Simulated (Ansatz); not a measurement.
`[Cl][GeH2][I]` and `[CH3][GeH]([Cl])[I]` differ in one atom or group.

Ansatz, PBE0-D4/def2-TZVP geometries, multiplicity 1. 

Elements past krypton have def2 core potentials. Scalar relativity is left out up to krypton.

| property | `[Cl][GeH2][I]` |
| --- | --- |
| size of the dipole moment (PBE/def2-TZVPP) / D | 1.51 |
| HOMO–LUMO gap (PBE/def2-TZVPP) / eV | 4.42 |
| ideal-gas entropy at 298 K and 1 bar (rigid rotor, harmonic PBE0-D4/def2-TZVP) / J/(mol·K) | 327 |
| LUMO energy (ωB97M-V/def2-TZVPP) / eV | 0.40 |
| HOMO–LUMO gap (ωB97M-V/def2-TZVPP) / eV | 10.43 |
| zero-point energy (PBE0-D4/def2-TZVP) / kJ/mol | 47.2 |

Task: What does the change do to each property? (Estimate.)

Result: Ansatz gave: 
```
                                                                                  property  `[CH3][GeH]([Cl])[I]`  shift
                                            size of the dipole moment (PBE/def2-TZVPP) / D                   2.36   0.85
                                                       HOMO–LUMO gap (PBE/def2-TZVPP) / eV                   4.55   0.13
ideal-gas entropy at 298 K and 1 bar (rigid rotor, harmonic PBE0-D4/def2-TZVP) / J/(mol·K)                    366     39
                                                     LUMO energy (ωB97M-V/def2-TZVPP) / eV                   0.71   0.31
                                                   HOMO–LUMO gap (ωB97M-V/def2-TZVPP) / eV                  10.57   0.14
                                            zero-point energy (PBE0-D4/def2-TZVP) / kJ/mol                  123.1   75.9
```

With PBE0 the HOMO rises by 0.17 eV and the LUMO rises by 0.31 eV, so the gap widens by about 0.14 eV. PBE moves the HOMO by 0.18 eV and ωB97M-V by 0.17 eV. The zero-point energy changes by 75.9 kJ/mol with +9 modes. Dipoles are sizes alone; their direction can turn.

Spin–orbit coupling is left out; it splits and shifts lone-pair levels of the heavy atoms by tenths of an eV.
